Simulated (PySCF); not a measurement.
## Ga⁺: excitation energy

Ga⁺ [Ar] 3d10 4s2 (1S) → Ga⁺ [Ar] 3d9 4s2 4p1 (high-spin determinant), as a difference of total energies. All numbers are calculated (PySCF 2.14, the non-relativistic Hamiltonian (point nucleus), in def2-TZVPPD). Correlated levels: valence and next inner shell: [Ne] frozen. The calculations carry no spin-orbit coupling.

```
                                method  excitation energy (eV)
                                   UHF                  19.981
                                   LDA                  22.566
                                   PBE                  21.981
                                  PBE0                  21.630
                                r2SCAN                  21.621
                                  BP86                  22.002
                             CAM-B3LYP                  21.701
                                  MN15                  22.626
    MP2 (valence and next inner shell)                  21.856
SCS-MP2 (valence and next inner shell)                  21.639
```

Task: How much does correlation contribute at MP2 (valence and next inner shell)?

Result: 21.856 − (19.981) = 1.875 eV, measured against UHF.

A first-order spin-orbit estimate (lowest level to lowest level, LS coupling) adds -0.115 eV.

The upper state lies above the first ionisation limit, where it may autoionise and the basis confines it.

The determinant of the upper state mixes LS terms, which raises its energy above the lowest term, most at the Hartree-Fock and MP2 levels.
